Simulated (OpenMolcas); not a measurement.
How basis sets differ on BGeH3Cl2 (SMILES Cl[B](Cl)[GeH3])

BGeH3Cl2: 7 atoms, total charge 0, spin state singlet. SMILES: `Cl[B](Cl)[GeH3]`. The shape is that of a PBE0-D4/def2-TZVP optimisation.

Quantity: the HOMO–LUMO gap, in eV. The values are calculated.

```tsv
level	kind	program	value (eV)	CPU time
HF/ANO-R0 (sfX2C)	Hartree–Fock	OpenMolcas	12.52	3.3 s
HF/ANO-RCC-MB (DKH2)	Hartree–Fock	OpenMolcas	13.03	11 s
HF/STO-3G	Hartree–Fock	OpenMolcas	14.49	1.8 s
HF/3-21G	Hartree–Fock	OpenMolcas	12.57	2.5 s
HF/cc-pVDZ	Hartree–Fock	OpenMolcas	12.78	8.2 s
```

All-electron rows without a relativistic Hamiltonian named are non-relativistic. The values span 12.52 to 14.49 eV. A Hartree–Fock LUMO above zero doesn't converge with the basis: it sinks as sets grow more diffuse. Orbital gaps aren't excitation energies. CPU times are rough (shared hosts, several kinds of processor and program).
